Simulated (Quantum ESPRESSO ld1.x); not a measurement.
Q: The table gives one normalised radial function P(r) = r R(r) of Cu4+ in [Ar] 3d7 (r in bohr). All-electron calculation, scalar-relativistic Kohn-Sham, LDA (Slater exchange, VWN5 correlation), spin-polarised, spherical densities, point nucleus; open shells are filled with parallel spins first. Program: ld1.x of Quantum ESPRESSO 7.5.

r	P
0.006375	0.0001
0.007188	0.0001
0.00804	0.0001
0.009065	0.0002
0.01022	0.0003
0.01152	0.0004
0.01289	0.0006
0.01453	0.0008
0.01639	0.0011
0.01848	0.0016
0.02083	0.0022
0.0233	0.0030
0.02627	0.0042
0.02962	0.0058
0.0334	0.0081
0.03765	0.0111
0.04212	0.0149
0.04749	0.0203
0.05354	0.0276
0.06037	0.0372
0.06806	0.0498
0.07613	0.0651
0.08584	0.0859
0.09678	0.1124
0.1091	0.1458
0.123	0.1870
0.1376	0.2334
0.1552	0.2926
0.1749	0.3618
0.1972	0.4410
0.2224	0.5290
0.2488	0.6175
0.2805	0.7160
0.3162	0.8143
0.3565	0.9068
0.402	0.9877
0.4496	1.0473
0.507	1.0889
0.5716	1.1035
0.6445	1.0892
0.7209	1.0503
0.8128	0.9835
0.9164	0.8952
1.033	0.7906
1.165	0.6758
1.303	0.5652
1.469	0.4489
1.656	0.3406
1.868	0.2453
2.106	0.1665
2.355	0.1092
2.656	0.0645
2.994	0.0349

Which n and l does it have? It may be an empty orbital.

A: n = 3, l = 2: the number of nodes gives n - l - 1 = 0, the rise at small r (about r^(l+1)) gives l, and the extent must fit the shell. The curve is that of 3d up; the table hardly tells the two spins apart. 3d up: eigenvalue -72.837 eV, 0 radial nodes, <r> = 0.799 bohr, 90 % of the charge inside 1.33 bohr.
